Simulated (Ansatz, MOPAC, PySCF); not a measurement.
Ligands exchanged one at a time, B F-Br. Gas-phase values, no solvent. Strings in code marks are SMILES.

Quantity: vertical ionisation energy (energy after one electron is removed minus that of the parent at the parent's geometry), in eV.

Level 1: ωB97X-D3(BJ)/def2-TZVP // B3LYP-D3(BJ)/def2-TZVP (PySCF)
Level 2: PBE/6-31G* // B3LYP-D3(BJ)/def2-TZVP (PySCF)
Level 3: minus the HOMO energy of AM1 // B3LYP-D3(BJ)/def2-TZVP (MOPAC)
Level 4: HF/cc-pVTZ // B3LYP-D3(BJ)/def2-TZVP (Ansatz, a quantum-chemistry and plane-wave program)

| species | level 1 | level 2 | level 3 | level 4 |
|---|---|---|---|---|
| `FB(F)Br` | 11.91 | 11.44 | 11.74 | 10.89 |
